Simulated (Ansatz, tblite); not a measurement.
Cost and result up the ladder for AsSbSbSb tetrahedron (Sb₃As) (4 atoms). The state is a singlet with charge 0. Geometry: PBE-D4/def2-SVP.

```xyz
4

As    0.911    0.165   -1.289
Sb   -0.417   -1.672    0.143
Sb    0.916    0.531    1.367
Sb   -1.410    0.976   -0.220
```

Ansatz on 4 threads of Arm Neoverse V2 on a shared host; xTB runs through tblite on one thread. Times are rough, summed over both states, and most runs start from the orbitals of an earlier one. PBE0-D4/def2-TZVP serves as the yardstick here, not as an exact answer. The other state is a triplet.

In the def2 sets Sb takes a core potential; there is no spin–orbit coupling. The xTB rows come from tblite.

xTB has no spin-polarisation term.

```
            level  functions  wall time
         GFN1-xTB         36    0.008 s
         GFN2-xTB         36    0.012 s
 PBE-D4/def2-TZVP        198       12 s
PBE0-D4/def2-TZVP        198       18 s
```

Question: Estimate what each level gives for the vertical triplet (eV).

Answer: 
| level | vertical triplet (eV) | difference from PBE0-D4/def2-TZVP (eV) |
| --- | --- | --- |
| GFN1-xTB | 2.51 | -0.36 |
| GFN2-xTB | 2.13 | -0.74 |
| PBE-D4/def2-TZVP | 2.92 | 0.05 |
| PBE0-D4/def2-TZVP | 2.87 | 0.00 |
